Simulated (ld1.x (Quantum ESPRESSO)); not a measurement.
**Cr: excitation energies, all-electron against TM**

chromium, norm-conserving Troullier–Martins (Kleinman–Bylander form), made with ld1.x (Quantum ESPRESSO) 7.5 (BLYP, scalar-relativistic). Core [Ne], reference 3s2 3p6 3d4 4s0 4p0 (charge +2). Waves: 3s (bound): rc 0.80 bohr; 3d (bound): rc 2.05 bohr; 3p (bound): rc 0.90 bohr. Local part: the p channel. Core correction: Bessel-smoothed model core, default radius (core density twice the valence density).

Energies are relative to the spin-unpolarised reference configuration 3s2 3p6 3d4 4s0 4p0; without spin polarisation the order of configurations can differ from experiment. Not all tests gave a result: 1 of 7 tests not solved or not reliable. Left out of the table: 3s2 3p6 3d6 4s0 4p0 (pseudo-atom not self-consistent, printed error -0.7 meV).

```tsv
valence configuration	charge	ΔE all-electron (eV)	error AE − PS (meV)
3s2 3p6 3d5 4s1 4p0	0	-23.059	+25
3s2 3p6 3d5 4s0 4p0	+1	-16.088	+13
3s2 3p6 3d3 4s0 4p0	+3	30.748	+116
3s2 3p5 3d5 4s1 4p0	+1	28.301	-104
3s2 3p6 3d5.5 4s0.5 4p0	0	-22.314	+10.0
3s2 3p6 3d4 4s1 4p0	+1	-15.128	+58
```
